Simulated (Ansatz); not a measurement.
ClFGaH, SMILES `[F][GaH][Cl]`. The species carries charge 0 and has multiplicity 1.

Q: What are the harmonic wavenumbers in cm⁻¹ at PBE0-D4/def2-TZVP (Ansatz, finite differences of forces, unscaled)? (Best estimate.)

A: Computed: 171, 436, 459, 585, 698, 2080.

Q: Is this a minimum?

A: Yes, all 6 modes are real.

Q: Give the ideal-gas thermochemistry at 298.15 K and 1 bar (rigid rotor, harmonic oscillator; point group Cs, symmetry number 1).

A: Zero-point energy 26.5 kJ/mol; H(298) − E = 40.1 kJ/mol; entropy 294.8 J/(mol·K), of which translation 169.1, rotation 105.5, vibration 20.2; G(298) − E = -47.7 kJ/mol.

Q: And at 400, 500, 600, 800 and 1000 K?

A: 
```csv
T (K),H − E (kJ/mol),S (J/mol/K),G − E (kJ/mol)
400,46.6,313.4,-78.7
500,53.4,328.5,-110.9
600,60.4,341.3,-144.4
800,75.1,362.4,-214.8
1000,90.4,379.4,-289.1
```
